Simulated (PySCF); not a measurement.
Identify the unknown among the candidates.

All candidates are C5H3F3OS.

| technique | computed result |
| --- | --- |
| Dipole | 2.09 D [PBE0/def2-SVPD] |
| Rotational structure | rotational constants A, B, C: 2.538, 0.730, 0.724 GHz [GFN2-xTB] |
| Triplet | lowest triplet excitation (Tamm–Dancoff): 3.97 eV [TDA PBE0/def2-SVPD] |
| 1H NMR | chemical shifts (computed TMS as zero) by class: 7.89 (1 H), 7.63 (1 H), 7.03 (1 H) ppm [GIAO PBE0/pcSseg-1] |
| Polarisability | 80.7 au [PBE0/def2-SVPD] |
| 13C NMR | chemical shifts (computed TMS as zero) by class: 155.2 (1 C), 148.2 (1 C), 141.0 (1 C), 125.5 (1 C), 118.4 (1 C) ppm [GIAO PBE0/pcSseg-1] |
| UV, strongest line | among the 6 lowest singlet transitions: S4 at 6.37 eV (195 nm, f = 0.092) [TDDFT PBE0/def2-SVPD] |

The electronic properties come from PySCF, for the isolated species, density fitting. Levels stand in brackets. Geometry: GFN2-xTB, one conformer, isolated molecule. NMR classes are plain means over equivalent atoms (diastereotopic ones count apart unless rotation or inversion swaps them), as if these changed places fast.

Task: Which candidate is it?
A. `FC(F)(F)Sc1ccoc1`
B. `FC(F)(F)Oc1ccsc1`
C. `FC(F)(F)Oc1cccs1`

Result: A. It is `FC(F)(F)Sc1ccoc1`. Numbering: `[F:1][C:2]([F:3])([F:4])[S:5][c:6]1[cH:7][cH:8][o:9][cH:10]1`. Its formula, C5H3F3OS, gives 3 degrees of unsaturation: 1 ring and 2 π bonds in the structure found (Kekulé form). 5 carbons fall into 5 classes; from least to most shielded: aromatic CH next to a ring oxygen [C10] (155.2 ppm), aromatic CH next to a ring oxygen [C8] (148.2 ppm), CF3 carbon [C2] (141.0 ppm), aromatic CH carbon [C7] (125.5 ppm), substituted aromatic carbon [C6] (118.4 ppm). Hydrogen classes from least to most shielded: 1 H on an aromatic CH next to a ring oxygen, C10 (7.89 ppm), 1 H on an aromatic CH next to a ring oxygen, C8 (7.63 ppm), 1 H on an aromatic CH carbon, C7 (7.03 ppm). The optimised geometry has point group C1 and is an asymmetric top.

The others, at the same levels:
- `FC(F)(F)Oc1cccs1` fails: its computed 13C shifts are 163.5 (1 C), 129.8 (1 C), 129.7 (1 C), 124.3 (1 C), 114.9 (1 C) ppm, 1H shifts are 7.01 (1 H), 6.88 (1 H), 6.77 (1 H) ppm and rotational constant A is 2.779 GHz (against 2.538 GHz).
- `FC(F)(F)Oc1ccsc1` fails: its computed 13C shifts are 153.1 (1 C), 133.9 (1 C), 130.3 (1 C), 122.7 (1 C), 117.3 (1 C) ppm, 1H shifts are 7.32 (1 H), 7.22 (1 H), 6.89 (1 H) ppm and rotational constant A is 3.313 GHz (against 2.538 GHz).

Each candidate is one conformer, not necessarily the lowest. Dipoles, sizes and rotational constants follow the conformer. The torsions of the flexible species, by atom-mapped SMILES:
- `[F:1][C:2]([F:3])([F:4])[S:5][c:6]1[cH:7][cH:8][o:9][cH:10]1`: F1–C2–S5–C6 178°, C2–S5–C6–C7 -91°
- `[F:1][C:2]([F:3])([F:4])[O:5][c:6]1[cH:7][cH:8][cH:9][s:10]1`: F1–C2–O5–C6 180°, C2–O5–C6–C7 0°
- `[F:1][C:2]([F:3])([F:4])[O:5][c:6]1[cH:7][cH:8][s:9][cH:10]1`: F1–C2–O5–C6 61°, C2–O5–C6–C7 0°
